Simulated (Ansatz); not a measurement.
`BO[Si](C)(O)O` + `CC(C)=CF` → `BC/C(C)=C\F` + `C[Si](O)(O)O`  (formal exchange of groups at a B–O bond)

Gas-phase electronic energies from Ansatz, PBE0-D4/def2-TZVP geometries. CCSD(T)/CBS is the MP2 limit (def2-TZVPP, def2-QZVPP) plus CCSD(T) − MP2 in def2-TZVPP, frozen cores. Functionals use def2-TZVPP. B3LYP here is the variant with VWN-RPA as its local correlation; programs differ in this. Each species was taken in one conformer, which may not be the lowest.

```json
{"level": "PBE-D4", "ΔE (kJ/mol)": "120.6", "difference from CCSD(T)/CBS": "-12.2"}
{"level": "r2SCAN-D4", "ΔE (kJ/mol)": "126.4", "difference from CCSD(T)/CBS": "-6.4"}
{"level": "PBE0-D4", "ΔE (kJ/mol)": "124.8", "difference from CCSD(T)/CBS": "-8.0"}
{"level": "B3LYP-D4", "ΔE (kJ/mol)": "142.5", "difference from CCSD(T)/CBS": "9.7"}
{"level": "ωB97X-V", "ΔE (kJ/mol)": "134.7", "difference from CCSD(T)/CBS": "1.9"}
{"level": "ωB97M-V", "ΔE (kJ/mol)": "131.7", "difference from CCSD(T)/CBS": "-1.1"}
{"level": "B2PLYP", "ΔE (kJ/mol)": "140.5", "difference from CCSD(T)/CBS": "7.7"}
{"level": "PBE", "ΔE (kJ/mol)": "122.4", "difference from CCSD(T)/CBS": "-10.4"}
{"level": "r2SCAN", "ΔE (kJ/mol)": "126.6", "difference from CCSD(T)/CBS": "-6.2"}
{"level": "PBE0", "ΔE (kJ/mol)": "126.1", "difference from CCSD(T)/CBS": "-6.7"}
{"level": "B3LYP", "ΔE (kJ/mol)": "145.6", "difference from CCSD(T)/CBS": "12.8"}
{"level": "HF/def2-TZVPP", "ΔE (kJ/mol)": "169.1", "difference from CCSD(T)/CBS": "36.3"}
{"level": "MP2/def2-TZVPP", "ΔE (kJ/mol)": "125.9", "difference from CCSD(T)/CBS": "-6.9"}
{"level": "SCS-MP2/def2-TZVPP", "ΔE (kJ/mol)": "136.4", "difference from CCSD(T)/CBS": "3.6"}
{"level": "CCSD/def2-TZVPP", "ΔE (kJ/mol)": "139.5", "difference from CCSD(T)/CBS": "6.7"}
{"level": "CCSD(T)/def2-TZVPP", "ΔE (kJ/mol)": "133.8", "difference from CCSD(T)/CBS": "1.0"}
{"level": "HF/def2-QZVPP", "ΔE (kJ/mol)": "170.3", "difference from CCSD(T)/CBS": "37.5"}
{"level": "MP2/def2-QZVPP", "ΔE (kJ/mol)": "125.7", "difference from CCSD(T)/CBS": "-7.1"}
{"level": "SCS-MP2/def2-QZVPP", "ΔE (kJ/mol)": "136.4", "difference from CCSD(T)/CBS": "3.6"}
{"level": "HF/CBS(def2)", "ΔE (kJ/mol)": "170.5", "difference from CCSD(T)/CBS": "37.7"}
{"level": "MP2/CBS(def2)", "ΔE (kJ/mol)": "124.9", "difference from CCSD(T)/CBS": "-7.9"}
{"level": "CCSD/CBS(def2)", "ΔE (kJ/mol)": "138.5", "difference from CCSD(T)/CBS": "5.7"}
{"level": "CCSD(T)/CBS", "ΔE (kJ/mol)": "132.8", "difference from CCSD(T)/CBS": "0"}
```

Largest T1 diagnostic among the species: 0.012.

The D4 term adds −3.1 kJ/mol with B3LYP and −1.3 kJ/mol with PBE0; it sums over pairs of atoms, weighted by their polarisabilities, and B3LYP, whose exchange is more repulsive, gets the larger term. In def2-TZVPP, CCSD(T) changes the Hartree–Fock value by −35.3 kJ/mol (the triples alone add −5.7 kJ/mol) and MP2 by −43.2 kJ/mol.
